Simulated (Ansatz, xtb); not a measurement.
**Two isomers of C6H7F**

Structure X is `C#C[C@H]1C[C@@H](F)C1`, a singlet and structure Y is `C#C[C@@H]1CC[C@H]1F`, a singlet. Both are isolated molecules in the gas phase, relaxed with B3LYP-D3(BJ)/def2-SVP.

Question: Estimate E(Y) − E(X) at the level CCSD(T)/def2-SVP + ΔMP2/def2-TZVPP.

Answer: CCSD(T)/def2-SVP + ΔMP2/def2-TZVPP gives E(Y) − E(X) = −0.24 kcal/mol, slightly favouring structure Y, which is too small a margin to settle the true order.

How the difference moves with the method:

```tsv
level	geometry	E(Y) − E(X) (kcal/mol)	departure from the last row (kcal/mol)	job, with rough time for the two
GFN2-xTB	GFN2-xTB	0.00	+0.24	optimisation, 0.75 s
HF/STO-3G	GFN2-xTB	−0.36	−0.11	single point, 1.7 s
r2SCAN-D4/def2-SVP	GFN2-xTB	+0.02	+0.27	single point, 12 s
B3LYP-D3(BJ)/def2-SVP	B3LYP-D3(BJ)/def2-SVP	−0.27	−0.03	optimisation, 3.1 min
HF/def2-SVP	B3LYP-D3(BJ)/def2-SVP	−0.03	+0.22	part of the CCSD(T) run
MP2/def2-SVP	B3LYP-D3(BJ)/def2-SVP	−0.33	−0.08	part of the CCSD(T) run
CCSD(T)/def2-SVP	B3LYP-D3(BJ)/def2-SVP	−0.29	−0.04	single point
CCSD(T)/def2-SVP + ΔMP2/def2-TZVPP	B3LYP-D3(BJ)/def2-SVP	−0.24		single point, 3.6 min
```

As drawn, both hold the same kinds of bond in the same numbers.

The largest departure from CCSD(T)/def2-SVP + ΔMP2/def2-TZVPP is that of r2SCAN-D4/def2-SVP, 0.27 kcal/mol. The last row adds to CCSD(T) the change of the MP2 difference between the two basis sets, here +0.04 kcal/mol.

With thermal terms from frequencies at re-optimised GFN2-xTB minima (ideal gas, soft modes damped towards free rotors, one conformer each, 298.15 K, 1 atm): the zero-point term adds +0.01 kcal/mol; ΔH is −0.18 and ΔG −0.32 kcal/mol.

The correlated steps freeze 7 core orbitals. Programs: Ansatz 0.2.0, xtb 6.7.1; the last row on 2 threads of AMD EPYC (Zen 3) on a shared host.
